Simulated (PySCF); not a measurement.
Isomers of C6H6O2. Computed with TDDFT PBE0/def2-SVPD, vertical, gas phase, core orbitals frozen in the response (PySCF 2.14.0, density-fitted response routines). Geometries: GFN2-xTB; one conformer of each isolated species. Triplets are in the Tamm–Dancoff approximation.

A. `Cc1cccc(=O)o1`
B. `CC(=O)C#CC(C)=O`
C. `O=C(O)C#CC1CC1`
D. `C(C)(OC=C1C=C1)=O`

Lowest singlet levels (six at most, fewer where fewer were computed) with oscillator strengths:

1. 278 nm (f 0.172); 263 nm (f 0.000); 202 nm (f 0.106); 199 nm (f 0.000); 198 nm (f 0.001); 179 nm (f 0.002); T1 2.85 eV
2. 295 nm (f 0.011); 233 nm (f 0.135); 215 nm (f 0.004); 214 nm (f 0.003); 213 nm (f 0.017); 201 nm (f 0.003); T1 3.20 eV
3. 255 nm (f 0.000); 221 nm (f 0.252); 217 nm (f 0.000); 193 nm (f 0.002); 172 nm (f 0.077); 166 nm (f 0.010); T1 4.24 eV
4. 316 nm (f 0.001); 311 nm (f 0.000); 249 nm (f 0.000); 239 nm (f 0.001 summed over 2 states); 232 nm (f 0.018); T1 3.35 eV

Question: Match each spectrum to its molecule.

Answer: 1 = A, 2 = D, 3 = C, 4 = B.
- A: S1 at 4.47 eV, HOMO→LUMO (97%); Löwdin shares by element: HOMO carbon 54% or more, oxygen 18% or more (atoms not listed hold the other 28%); LUMO carbon 57% or more, oxygen 11% or more (atoms not listed hold the other 32%); HOMO -6.87 and LUMO -1.73 eV; point group Cs, 2 of its 6 listed states under f = 0.0005.
- B: S1 at 3.93 eV, HOMO→LUMO (74%), HOMO-1→LUMO+1 (24%); Löwdin shares by element: HOMO oxygen 67%, carbon 12% or more (atoms not listed hold the other 22%); LUMO carbon 61% or more (atoms not listed hold the other 39%); HOMO -8.15 and LUMO -2.32 eV.
- C: S1 at 4.86 eV, HOMO-1→LUMO (95%); Löwdin shares by element: HOMO carbon 66% or more, oxygen 8% or more (atoms not listed hold the other 26%); LUMO carbon 58% or more, oxygen 20% or more (atoms not listed hold the other 22%); HOMO -7.80 and LUMO -1.18 eV; point group Cs, 2 of its 6 listed states under f = 0.0005.
- D: S1 at 4.20 eV, HOMO→LUMO (99%); Löwdin shares by element: HOMO carbon 66% or more, oxygen 13% or more (atoms not listed hold the other 21%); LUMO carbon 85% or more, hydrogen 7% or more; HOMO -6.04 and LUMO -0.68 eV.
